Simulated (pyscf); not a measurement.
Optimised with ωB97X-D3(BJ)/def2-SVP in PySCF.

**Question.** For H₃C–C(CH₃)=C=OH⁺ → H₃C–C⁺(CH₃)–CH=O, a hydrogen shift (singlet surface; H–O broken, C–H formed), PBE/def2-TZVP gives ΔE‡ = 46.5 kcal/mol and ΔE = +2.3 kcal/mol (zero: the reactant's lowest minimum found). In which direction and how far do r²SCAN/def2-TZVP, PBE0-D3(BJ)/def2-TZVP, ωB97M-D3(BJ)/def2-TZVP move these?

**Answer.** r²SCAN: ΔE‡ = 50.1 kcal/mol, ΔE = +1.3 kcal/mol; PBE0-D3(BJ): ΔE‡ = 54.7 kcal/mol, ΔE = +2.3 kcal/mol; ωB97M-D3(BJ): ΔE‡ = 58.5 kcal/mol, ΔE = +1.2 kcal/mol. PBE's barrier lies under all of them, by 3.7 to 12.0 kcal/mol. Its reaction energy matches one of them and lies within 1.1 kcal/mol of the others. Low barriers are usual for a GGA, whose delocalisation error favours stretched bonds. H₃C–C(CH₃)=C=OH⁺ lies 34.1 kcal/mol over its isomer H₃C–CH(CH₃)–C⁺=O (electronic energy, ωB97M-D3(BJ)/def2-TZVP). H₃C–C⁺(CH₃)–CH=O lies 35.4 kcal/mol over its isomer H₃C–CH(CH₃)–C⁺=O (electronic energy, ωB97M-D3(BJ)/def2-TZVP). One saddle was located; it need not be the lowest between these sides.
